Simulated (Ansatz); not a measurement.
**A relaxation, step by step**

BGeH₅F, doublet, PBE0-D4/def2-TZVP (Ansatz 0.2.0). Settings:

```yaml
hamiltonian: {xc: pbe0, dispersion: d4}
relax: {f_tol: 0.005, max_steps: 200}
```

Start, a step off a saddle point along its unstable mode:

| atom | x (Å) | y (Å) | z (Å) |
| --- | --- | --- | --- |
| F1 | -1.2566 | -1.1824 | 0.7395 |
| B2 | -0.0385 | 0.0759 | -1.2375 |
| Ge3 | 0.0534 | -0.0528 | 0.8805 |
| H4 | 0.4579 | -0.8927 | -1.7424 |
| H5 | -1.0032 | 0.6980 | -1.5942 |
| H6 | -0.4479 | 1.1821 | 1.7256 |
| H7 | 0.9774 | 0.9537 | -0.3615 |
| H8 | 1.2575 | -0.7816 | 1.5898 |

```tsv
step	energy less the last (meV)	largest force component (eV/Å)
1	799.0	1.435
2	200.7	1.060
3	187.1	1.975
4	43.9	0.525
5	10.0	0.204
6	1.8	0.092
7	0.2	0.028
8	0.0	0.010
9	0.0	0.004
```

Step 2, positions (Å) and forces (eV/Å):

```tsv
atom	x	y	z	Fx	Fy	Fz
F1	-1.305	-1.240	0.921	0.029	0.013	0.260
B2	0.009	0.115	-1.221	1.060	0.956	0.346
Ge3	0.010	-0.075	0.894	-0.308	-0.336	0.424
H4	0.539	-0.823	-1.733	-0.137	0.039	0.021
H5	-0.923	0.767	-1.578	0.034	-0.150	0.003
H6	-0.461	1.150	1.698	0.002	-0.034	-0.165
H7	0.904	0.876	-0.516	-0.628	-0.539	-0.699
H8	1.226	-0.770	1.536	-0.053	0.052	-0.191
```

Step 4, positions (Å) and forces (eV/Å):

```tsv
atom	x	y	z	Fx	Fy	Fz
F1	-1.376	-1.339	1.239	-0.184	-0.162	0.019
B2	0.159	0.247	-1.222	0.095	0.100	0.249
Ge3	-0.126	-0.194	0.916	0.525	0.491	-0.156
H4	0.543	-0.779	-1.693	0.000	-0.026	-0.082
H5	-0.869	0.777	-1.520	-0.019	-0.007	-0.079
H6	-0.532	1.164	1.510	-0.082	-0.170	0.135
H7	0.982	0.924	-0.578	-0.178	-0.151	-0.223
H8	1.219	-0.800	1.349	-0.157	-0.076	0.137
```

Step 7, positions (Å) and forces (eV/Å):

```
atom       x       y       z      Fx      Fy      Fz
  F1  -1.356  -1.295   1.124  -0.022  -0.020   0.005
  B2   0.142   0.228  -1.224  -0.006  -0.009  -0.028
 Ge3  -0.071  -0.142   0.919   0.023   0.019  -0.013
  H4   0.531  -0.787  -1.717   0.013  -0.010   0.004
  H5  -0.899   0.734  -1.518  -0.013   0.014   0.007
  H6  -0.528   1.146   1.613   0.005   0.000   0.004
  H7   0.977   0.927  -0.642   0.002   0.001   0.017
  H8   1.204  -0.813   1.446  -0.001   0.004   0.005
```

Last step (9):

F1  (-1.357, -1.294, 1.126)
B2  (0.140, 0.226, -1.227)
Ge3  (-0.070, -0.142, 0.918)
H4  (0.536, -0.786, -1.722)
H5  (-0.900, 0.737, -1.521)
H6  (-0.524, 1.147, 1.613)
H7  (0.971, 0.922, -0.634)
H8  (1.204, -0.810, 1.448)
(Å)

The run took about 21 s on 4 CPU threads of an Arm Neoverse V2 (shared host).
